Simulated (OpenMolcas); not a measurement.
## Mn⁵⁺: effect of the basis set

```json
{
 "Program": "OpenMolcas 26.06",
 "Method": "XMS-CASPT2, IPEA 0.25 Eh, imaginary shift 0.1 Eh (closed shells correlated: 3s 3p)",
 "Active space": "2 electrons in 5 orbitals (3d)",
 "State averaging": "2S+1 = 3 even, 10 roots; 2S+1 = 1 even, 15 roots",
 "Spin-orbit coupling": "RASSI with atomic mean-field integrals over the reference wave functions, term energies averaged over their components"
}
```

A. ANO-RCC-VTZP [6s5p3d2f1g], DKH2, point nucleus; CASPT2 step of the order of 2.4 core-seconds
B. ANO-L-VTZP [6s5p3d2f1g], non-relativistic, point nucleus; CASPT2 step roughly 4 core-seconds
C. ANO-R2 [7s4p4d2f1g], X2C, finite nucleus; CASPT2 step of the order of 1.9 core-seconds

Energies in cm⁻¹ above 3d² ³F₂, the measured ground level; measured values from Corliss and Sugar, J. Phys. Chem. Ref. Data 6, 1253 (1977).

```json
{"Level": "3d² ³F₂", "A": "0.0", "B": "0.0", "C": "0.0", "Measured": "0.0"}
{"Level": "3d² ³F₃", "A": "756", "B": "793", "C": "741", "Measured": "746"}
{"Level": "3d² ³F₄", "A": "1709", "B": "1791", "C": "1676", "Measured": "1669"}
{"Level": "3d² ¹D₂", "A": "15900", "B": "16230", "C": "15850", "Measured": "15336"}
{"Level": "3d² ³P₀", "A": "18790", "B": "18920", "C": "18580", "Measured": "17782"}
{"Level": "3d² ³P₁", "A": "19060", "B": "19200", "C": "18840", "Measured": "18057"}
{"Level": "3d² ³P₂", "A": "19670", "B": "19860", "C": "19450", "Measured": "18628"}
{"Level": "3d² ¹G₄", "A": "26550", "B": "26810", "C": "26210", "Measured": "25511"}
{"Level": "3d² ¹S₀", "A": "61680", "B": "62790", "C": "61160", "Measured": ""}
```

Deviations, from unrounded energies. A percentage is the sum of absolute deviations over the sum of measured energies, with the sign that they share, or ± where signs differ.

| Against measurement | Levels | A | B | C |
| --- | --- | --- | --- | --- |
| mean absolute deviation (cm-1) | 7 | 670 | 840 | 520 |
| fine structure of the ground term (%) | 2 | +2.1 | +7.0 | ±0.5 |
| other terms of the ground configuration (%) | 5 | +4.9 | +6.0 | +3.8 |

C lies closest to measurement on these levels and B furthest from it. The largest miss of C in the table is 3d² ³P₂, by +820 cm-1. The ranking rests on the paired levels alone, and a cruder setting can come out closer through cancelling errors.

The two smallest mean deviations differ by little beside CASPT2's spread within terms, so their order carries little weight.

Among A to C the level of the table that moves most is 3d² ¹S₀, by 1600 cm-1 (lowest in C, highest in B). Moves below CASPT2's spread within the term are not significant.

CASPT2 breaks the degeneracy within a term, and the mean is taken; among the terms shown or strongly mixed into the levels shown the widest spread is 1500 cm-1 (3d² ³F, C). Computed and measured levels are paired by configuration, term and J; levels that our copy of the source lacks, or whose pairing is in doubt (as where it misses far off the trend of its configuration), stay unpaired and out of the deviations. Levels of configurations outside the active space are missing.
